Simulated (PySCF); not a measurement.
AgCl, SMILES [Ag][Cl] (connectivity only; charge and spin as stated), charge -1, multiplicity 2.

The structure is a stationary point at PBE0-D3(BJ)/def2-TZVPD. The spin state was assumed, not searched. The def2 effective core potentials stand for the cores of Ag; spin–orbit coupling is left out.

Calculation: CAM-B3LYP/def2-TZVPD in PySCF.

Isolated molecule, no solvent.

| Property | Value |
|---|---|
| total energy | -607.27559 hartree |
| point group | C∞v |
| α spin, highest occupied and lowest empty level | -0.84 and 4.62 eV |
| β spin, highest occupied and lowest empty level | -3.86 and 3.13 eV |
| dipole moment about the centre of nuclear charge | 2.59 D |
| mean static polarisability | 97.2 bohr³ (14.40 Å³) |
| polarisability, principal values | 90.1, 90.1, 111.4 bohr³ |
| ⟨S²⟩ | 0.752 (pure state 0.75) |
